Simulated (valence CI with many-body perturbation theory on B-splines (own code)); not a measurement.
**Cr10+: input, log and results**

Computed by relativistic CI+MBPT: four valence electrons over a frozen Dirac-Fock core [Ne], a basis of 11 s, 11 p, 9 d, 7 f, 5 g, 2 h, 1 i functions for each j, with the one-electron correlation potential Σ1 (screened to all orders), the two-electron term Σ2, the three-electron term Σ3, Breit, model QED; selected single and double excitations, second order for the rest, scaled by the run's own slope (own B-spline code, finite nucleus).

Command, and the settings that its task file holds:

```sh
python run_cv.py task.json out
```

```
atom Cr  Z=24  mass_number=52  rms_radius_fm=3.6452
core [Ne]
valence 3s2 3p2
avg = 1
basis = L
breit = 1
cap = 40000
capref = 1200
cscale = 1
de = 0.0
dress = 0
eps = 2e-08
extrap = 1
h = 0.27
hh = 1
l2 = 3
lcore = 6
maxit = 60
n2 = 5
natural = 1
nlev = 60
nno = [7, 7, 6, 5, 4, 2, 1]
nroot = 26
nsp = [4, 4, 3, 2, 1, 0, 0]
pt2 = 1
qed = 1
rpa = 1
s1 = 1
s2 = 1
s3 = 1
screen = 1
tol = 2e-05
whole = 1
```

Problem. Roughly how long does this run take on one core of Intel(R) Xeon(R) Processor @ 2.30GHz, and how much memory?

Solution. 4.4 min on 1 thread of Intel(R) Xeon(R) Processor @ 2.30GHz, with other jobs on the host, peak memory 1.2 GiB.

Log. The first blocks belong to the next ion, which gives the ionisation energy. Fields: 2J, parity (1 odd), roots, reference size, generating configurations, candidates as configurations/state functions, variational space P, stored matrix elements, Davidson steps; e2 is the range of second-order energies in hartree. The first line gives the box (bohr), its intervals, the orbitals and the steps of their self-consistent field. Window is the range of levels sought, series limit the energy at which the first omitted orbital would enter, core excitation an estimate of the first excitation out of the core, left out the lowest levels not solved, and shifts from estimates the range by which levels moved from their first estimate, all in cm⁻¹.

```
rmax 10.4 intervals 63 orbitals 81 references ['3s2 3p2', '3s 3p3', '3s2 3p 3d', '3p4', '3s 3p2 3d'] scf 6 t 1.2
2J=1 par=1 roots 2 ref 37 generators 10 cand 2650/3953 P 2680/3990 nnz 2.2e+06 it 5
2J=1 par=1 roots 2 ref 37 generators 13 cand 1415/2169 P 4095/6159 nnz 4.6e+06 it 5
   second order: generators 34 cand 14406/21832 e2 -0.00003 -0.00001
2J=3 par=1 roots 2 ref 57 generators 11 cand 2054/3925 P 2091/3982 nnz 2.7e+06 it 5
2J=3 par=1 roots 2 ref 57 generators 22 cand 1986/4268 P 4077/8250 nnz 9e+06 it 5
   second order: generators 42 cand 16706/34392 e2 -0.00004 -0.00002
reference levels 684, estimated 147, window 676902 1/cm; series limit 1780238, core excitation 4688273
2J=0 par=0 roots 8 ref 36 generators 20 cand 3444/5464 P 5257/8000 nnz 4.5e+06 it 8
2J=0 par=0 roots 8 ref 36 generators 30 cand 6649/12202 P 11906/20202 nnz 2.3e+07 it 8
   second order: generators 63 cand 66999/145843 e2 -0.00009 -0.00002
2J=2 par=0 roots 13 ref 70 generators 20 cand 1654/5421 P 2520/7984 nnz 6.2e+06 it 11
2J=2 par=0 roots 13 ref 70 generators 41 cand 8028/31960 P 10548/39944 nnz 1e+08 it 10
   second order: generators 83 cand 74756/399444 e2 -0.00031 -0.00005
2J=4 par=0 roots 15 ref 94 generators 27 cand 1429/5401 P 2234/7994 nnz 6.6e+06 it 11
2J=4 par=0 roots 15 ref 94 generators 43 cand 6723/31967 P 8957/39961 nnz 1.1e+08 it 10
   second order: generators 88 cand 73058/554473 e2 -0.00086 -0.00015
2J=4 par=1 roots 9 ref 98 generators 19 cand 1591/5414 P 2326/7989 nnz 6.5e+06 it 7
2J=4 par=1 roots 9 ref 98 generators 35 cand 6740/31981 P 9066/39970 nnz 1.1e+08 it 10
   second order: generators 68 cand 67966/486076 e2 -0.00088 -0.00004
2J=2 par=1 roots 8 ref 83 generators 19 cand 1860/5413 P 2801/7992 nnz 6.1e+06 it 10
2J=2 par=1 roots 8 ref 83 generators 38 cand 8208/31985 P 11009/39977 nnz 9.8e+07 it 10
   second order: generators 75 cand 72633/393418 e2 -0.00027 -0.00004
2J=6 par=1 roots 5 ref 77 generators 16 cand 1572/5390 P 2377/7948 nnz 6.4e+06 it 9
2J=6 par=1 roots 5 ref 77 generators 30 cand 6427/32018 P 8804/39966 nnz 1.1e+08 it 11
   second order: generators 61 cand 74616/648082 e2 -0.00080 -0.00015
2J=0 par=1 roots 3 ref 31 generators 12 cand 3478/5463 P 5121/7993 nnz 4.7e+06 it 5
2J=0 par=1 roots 3 ref 31 generators 19 cand 5612/9974 P 10733/17967 nnz 1.9e+07 it 6
   second order: generators 40 cand 49248/104447 e2 -0.00007 -0.00003
2J=8 par=1 roots 2 ref 43 generators 11 cand 1367/5270 P 2127/7789 nnz 6.1e+06 it 5
2J=8 par=1 roots 2 ref 43 generators 18 cand 6657/32088 P 8784/39877 nnz 1.1e+08 it 8
   second order: generators 35 cand 47396/422970 e2 -0.00045 -0.00015
2J=6 par=0 roots 11 ref 66 generators 17 cand 1259/5370 P 1971/7932 nnz 6.9e+06 it 9
2J=6 par=0 roots 11 ref 66 generators 32 cand 5753/31522 P 7724/39454 nnz 1.1e+08 it 10
   second order: generators 79 cand 75561/678222 e2 -0.00086 -0.00018
2J=8 par=0 roots 7 ref 44 generators 15 cand 1435/5312 P 2364/7848 nnz 6.4e+06 it 9
2J=8 par=0 roots 7 ref 44 generators 32 cand 6088/32114 P 8452/39962 nnz 1.1e+08 it 9
   second order: generators 73 cand 72723/671735 e2 -0.00058 -0.00012
2J=10 par=0 roots 2 ref 17 generators 8 cand 1460/6092 P 2515/8875 nnz 8.6e+06 it 5
2J=10 par=0 roots 2 ref 17 generators 15 cand 5020/24791 P 7535/33666 nnz 8.9e+07 it 7
   second order: generators 34 cand 56478/508634 e2 -0.00022 -0.00006
left out: unestimated 973550, estimated 720963, shifts from estimates -55 to 222
operators 0.8
```

The Davidson iterations converged.

No measured spectrum was set against this ion. As an estimate, levels of excited configurations hold to 0.05 to 0.15 % of their energy, terms of the ground configuration to about 0.5 %.

| Item | Value |
| --- | --- |
| Valence energy | -48.01332 hartree |
| Ionisation energy | 269.84 eV (NIST: 270.8 ± 0.5 eV (semi-empirical)) |
| Reference configurations for the orbitals | 3s2 3p2, 3s 3p3, 3s2 3p 3d, 3p4, 3s 3p2 3d |
| Radial orbitals | 81 |
| Box radius | 10.42 bohr |
| Largest variational space | 39977 |
| Lowest levels | 3s2.3p2 3P_0 0, 3s2.3p2 3P_1 5538, 3s2.3p2 3P_2 12003, 3s2.3p2 1D_2 37102, 3s2.3p2 1S_0 75181, 3s.3p3 5S°_2 178210, 3s.3p3 3D°_1 242350, 3s.3p3 3D°_2 242460, 3s.3p3 3D°_3 243930, 3s.3p3 3P°_0 278160, 3s.3p3 3P°_1 278500, 3s.3p3 3P°_2 278790, 3s.3p3 1D°_2 306580, 3s.3p3 3S°_1 356830 cm⁻¹ |

Names give the largest LS component (configuration and term), which can be under half, so a name can repeat, a term be missing and a line seem to break the LS rules; names also repeat where a configuration has a term twice.
